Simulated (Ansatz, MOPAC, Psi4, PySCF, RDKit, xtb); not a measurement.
Complex: C2H4 (SMILES C=C) (first 6 atoms) with H4OSi (SMILES O[SiH3]); geometry from B3LYP-D3(BJ)/def2-TZVP, rigid monomers moved along the line of their centres of mass till C2···H9 is 3.32 Å.
(charge 0, multiplicity 1):
```xyz
12

C      0.636     0.577     0.249
C     -0.040    -0.560     0.147
H      0.164     1.491     0.590
H      1.686     0.641    -0.009
H      0.429    -1.473    -0.198
H     -1.092    -0.622     0.401
O      0.542    -0.508     4.362
Si    -0.773     0.229     5.027
H      0.618    -0.468     3.400
H     -0.804     1.683     4.723
H     -0.672     0.031     6.487
H     -2.045    -0.357     4.532
```

```csv
level,interaction energy (kcal/mol),cost
MMFF94,-1.35,-
UFF,-0.78,-
GFN-FF,-1.32,-
AM1,-0.17,-
PM3,-0.16,-
PM6,-0.50,-
PM7,-0.87,-
GFN1-xTB,-0.78,-
GFN2-xTB,-1.12,-
HF/STO-3G (no counterpoise),-0.37,-
HF/3-21G (no counterpoise),-2.03,-
HF/6-31G*,-1.41,-
HF/6-31G* (no counterpoise),-2.00,-
HF/aug-cc-pV(D+d)Z,-1.28,-
PBE/def2-TZVPPD,-1.53,×1
PBE-D3(BJ)/def2-TZVPPD,-2.11,×1
PBE-D4/def2-TZVPPD,-2.09,×1
BP86/6-31G* (no counterpoise),-1.65,-
r2SCAN/def2-TZVPPD,-1.60,×2
r2SCAN-D3(BJ)/def2-TZVPPD,-1.95,×2
r2SCAN-D4/def2-TZVPPD,-1.91,×2
B3LYP/3-21G (no counterpoise),-2.04,-
B3LYP/6-31G*,-1.40,-
B3LYP/6-31G* (no counterpoise),-1.99,-
B3LYP/6-311+G** (no counterpoise),-1.31,-
B3LYP-D3(BJ)/def2-TZVPPD,-1.96,×1
B3LYP-D4/def2-TZVPPD,-1.90,×1
PBE0/def2-TZVPPD,-1.49,×1
PBE0-D3(BJ)/def2-TZVPPD,-2.09,×1
PBE0-D4/def2-TZVPPD,-2.05,×1
M06-2X/6-31G* (no counterpoise),-2.19,-
wB97X-V/def2-TZVPPD,-1.84,×3
wB97M-V/def2-TZVPPD,-1.83,×4
MP2/6-31G*,-1.60,-
MP2/6-31G* (no counterpoise),-2.27,-
MP2/aug-cc-pV(D+d)Z,-1.77,-
SCS-MP2/aug-cc-pV(D+d)Z,-1.58,-
CCSD/aug-cc-pV(D+d)Z,-1.61,-
CCSD(T)/aug-cc-pV(D+d)Z,-1.70,×10
SAPT0/jun-cc-pV(D+d)Z,-1.74,-
```

The rows run from -2.27 (MP2/6-31G* (no counterpoise)) to -0.16 kcal/mol (PM3). In aug-cc-pV(D+d)Z the value moves HF -1.28, MP2 -1.77, CCSD -1.61, CCSD(T) -1.70, a shift of -0.42 from HF to CCSD(T). The dispersion term adds -0.58 in PBE-D3(BJ), -0.56 in PBE-D4, -0.36 in r2SCAN-D3(BJ). The 5 functionals in def2-TZVPPD without D3 or D4 span 0.36, from wB97X-V to PBE0.

Monomers are frozen at their geometry in the pair; levels with a basis set take the counterpoise correction. Rows marked so take none. RDKit's UFF carries no charges.

Correlated levels freeze the cores. Rows in 3-21G, 6-311+G**, 6-31G*, STO-3G carry no dispersion term and start afresh at each structure (6-31G* with six Cartesian d functions). MP2/6-31G* freezes PySCF's default core. The state reached by AM1, PM3, PM6, PM7 isn't checked; PM7 holds dispersion and hydrogen-bond terms.

Codes used: Ansatz (Gaussian orbitals); MOPAC for AM1, PM3, PM6, PM7 (differences of heats of formation); Psi4 for SAPT; PySCF for 3-21G rows, 6-311+G** rows, 6-31G* rows, STO-3G rows, the dispersion terms; RDKit for the force fields; xtb for the GFN methods. 

Costs are rough ratios of core time to PBE/def2-TZVPPD (about 7 s over the structures, on one shared machine); a dash marks a level with no comparable run of its own.

Ansatz is an electronic-structure program.
